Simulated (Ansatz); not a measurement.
Ansatz (a first-principles code) input file for tellurium hexafluoride anion (F6Te), SMILES F[Te](F)(F)(F)(F)F (connectivity only; charge and spin as stated), charge -1, multiplicity 2, PBE-D3(BJ)/def2-SVPD. 

Ansatz 0.2 input:
```yaml
crystal:
  periodic: [false, false, false]
  atoms:
    - {symbol: F, position_ang: [1.27321278, 0.73508974, 1.08138430]}
    - {symbol: Te, position_ang: [-0.00000000, 0.00000000, -0.17637086]}
    - {symbol: F, position_ang: [-1.27321279, 0.73508973, 1.08138431]}
    - {symbol: F, position_ang: [1.78833684, -1.03249674, -0.74170708]}
    - {symbol: F, position_ang: [-0.00000000, 2.06499350, -0.74170708]}
    - {symbol: F, position_ang: [0.00000000, -1.47017949, 1.08138430]}
    - {symbol: F, position_ang: [-1.78833682, -1.03249675, -0.74170709]}
basis:
  gaussian:
    orbitals: def2-SVPD
hamiltonian:
  xc: pbe
  dispersion: d3bj
total_charge: -1
magnetization: {spin_polarized: true, initial_magnetization: 1}
relax: {f_tol: 0.002, max_steps: 200}
```

It prints:

```
WARN ansatz: RAYON_NUM_THREADS=1 ignored (pool sized by the plan → 1); use --threads N
Functional definition: PBE
integrals: 0.13 GiB planned
1490 factors; their error is unknown
mean field: 0.91 GiB planned
mean field evaluation 1: about -23563.9637 eV, gradient 4.1e1 eV
mean field evaluation 2: about -23532.2107 eV, gradient 1.0e2 eV
mean field evaluation 4: about -23570.4175 eV, gradient 1.0e1 eV
mean field evaluation 8: about -23570.7671 eV, gradient 6.6e-2 eV
mean field evaluation 16: about -23570.7258 eV, gradient 2.4e-4 eV
mean field evaluation 32: about -23569.1175 eV, gradient 9.2e-1 eV
mean field evaluation 64: about -23569.1378 eV, gradient 3.1e-4 eV
mean field -23570.72575481 eV, -866.2081946775 hartree, gradient 1.8e-5 eV, S^2 0.752490; 8 other end points of the search recorded, 0 dependent functions left out
the calculation of the forces begins
reference -23570.72581265 eV, -866.2081968029 hartree; 40, 39 occupied and 133, 134 virtual orbitals, 1490 factors
relax step   1: F+E_penalty+E_count = -23570.85771880 eV  Δ(F+E_penalty+E_count) = +0.000e0 eV  max|allowed force component| = 8.736e-1 eV/Å  Δτ_max = 0.0000 Å  (375 SCF iters, accepted)
these checks for a lower state are left out or cut short: starts, cluster_reference, orbital_swaps, neighbouring_geometries, increment
integrals: 0.13 GiB planned
1490 factors; their error is unknown
mean field: 0.91 GiB planned
mean field evaluation 96: about -23571.4658 eV, gradient 7.6e-2 eV
mean field -23571.42439632 eV, -866.2338692796 hartree, gradient 1.6e-5 eV, S^2 0.751753; 0 other end points of the search recorded, 0 dependent functions left out
the calculation of the forces begins
reference -23571.42445791 eV, -866.2338715430 hartree; 40, 39 occupied and 133, 134 virtual orbitals, 1490 factors
relax step   2: F+E_penalty+E_count = -23571.55551465 eV  Δ(F+E_penalty+E_count) = -6.978e-1 eV  max|allowed force component| = 8.775e-1 eV/Å  Δτ_max = 0.1971 Å  (38 SCF iters, accepted)
these checks for a lower state are left out or cut short: starts, cluster_reference, orbital_swaps, neighbouring_geometries, increment
integrals: 0.13 GiB planned
1490 factors; their error is unknown
mean field: 0.91 GiB planned
mean field -23571.70795130 eV, -866.2442897326 hartree, gradient 6.7e-5 eV, S^2 0.751118; 0 other end points of the search recorded, 0 dependent functions left out
the calculation of the forces begins
reference -23571.70801589 eV, -866.2442921065 hartree; 40, 39 occupied and 133, 134 virtual orbitals, 1490 factors
relax step   3: F+E_penalty+E_count = -23571.84045315 eV  Δ(F+E_penalty+E_count) = -2.849e-1 eV  max|allowed force component| = 7.879e-1 eV/Å  Δτ_max = 0.2000 Å  (36 SCF iters, accepted)
these checks for a lower state are left out or cut short: starts, cluster_reference, orbital_swaps, neighbouring_geometries, increment
integrals: 0.13 GiB planned
1490 factors; their error is unknown
mean field: 0.91 GiB planned
mean field -23571.78939217 eV, -866.2472826295 hartree, gradient 8.6e-5 eV, S^2 0.751381; 0 other end points of the search recorded, 0 dependent functions left out
the calculation of the forces begins
reference -23571.78945476 eV, -866.2472849295 hartree; 40, 39 occupied and 133, 134 virtual orbitals, 1490 factors
relax step   4: F+E_penalty+E_count = -23571.91987044 eV  Δ(F+E_penalty+E_count) = -7.942e-2 eV  max|allowed force component| = 3.186e-1 eV/Å  Δτ_max = 0.1360 Å  (37 SCF iters, accepted)
these checks for a lower state are left out or cut short: starts, cluster_reference, orbital_swaps, neighbouring_geometries, increment
integrals: 0.13 GiB planned
1490 factors; their error is unknown
mean field: 0.91 GiB planned
mean field -23571.81679246 eV, -866.2482895718 hartree, gradient 6.5e-5 eV, S^2 0.751199; 0 other end points of the search recorded, 0 dependent functions left out
the calculation of the forces begins
reference -23571.81685627 eV, -866.2482919167 hartree; 40, 39 occupied and 133, 134 virtual orbitals, 1490 factors
relax step   5: F+E_penalty+E_count = -23571.94834958 eV  Δ(F+E_penalty+E_count) = -2.848e-2 eV  max|allowed force component| = 9.603e-3 eV/Å  Δτ_max = 0.0279 Å  (32 SCF iters, accepted)
these checks for a lower state are left out or cut short: starts, cluster_reference, orbital_swaps, neighbouring_geometries, increment
integrals: 0.13 GiB planned
1490 factors; their error is unknown
mean field: 0.91 GiB planned
mean field -23571.81683856 eV, -866.2482912657 hartree, gradient 4.7e-5 eV, S^2 0.751203; 0 other end points of the search recorded, 0 dependent functions left out
the calculation of the forces begins
reference -23571.81690233 eV, -866.2482936094 hartree; 40, 39 occupied and 133, 134 virtual orbitals, 1490 factors
relax step   6: F+E_penalty+E_count = -23571.94837026 eV  Δ(F+E_penalty+E_count) = -2.068e-5 eV  max|allowed force component| = 4.587e-4 eV/Å  Δτ_max = 0.0010 Å  (25 SCF iters, accepted)
integrals: 0.13 GiB planned
1490 factors; their error is unknown
mean field: 0.91 GiB planned
mean field evaluation 128: about -23571.8603 eV, gradient 5.1e-2 eV
mean field -23571.81683856 eV, -866.2482912657 hartree, gradient 4.7e-5 eV, S^2 0.751203; 1 other end points of the search recorded, 0 dependent functions left out
the calculation of the forces begins
reference -23571.81690233 eV, -866.2482936094 hartree; 40, 39 occupied and 133, 134 virtual orbitals, 1490 factors
Total energy: -23571.94843404 eV, -866.2531273103 hartree
Atom 0 at     1.433383     0.827564     1.290677 Å, force     0.000459     0.000265     0.000130 eV/Å
Atom 1 at     0.000007     0.000004     0.120379 Å, force    -0.000004    -0.000002     0.000041 eV/Å
Atom 2 at    -1.433341     0.827570     1.290728 Å, force    -0.000160     0.000084    -0.000088 eV/Å
Atom 3 at     1.433338    -0.827617    -1.049934 Å, force     0.000169    -0.000106     0.000087 eV/Å
Atom 4 at    -0.000068     1.655116    -1.049934 Å, force    -0.000007     0.000199     0.000087 eV/Å
Atom 5 at     0.000026    -1.655094     1.290728 Å, force    -0.000007    -0.000180    -0.000088 eV/Å
Atom 6 at    -1.433345    -0.827542    -1.049985 Å, force    -0.000449    -0.000259    -0.000169 eV/Å
Dipole moment:     0.000028     0.000016    -0.000004 e Å
```

The calculation finished and met its thresholds.
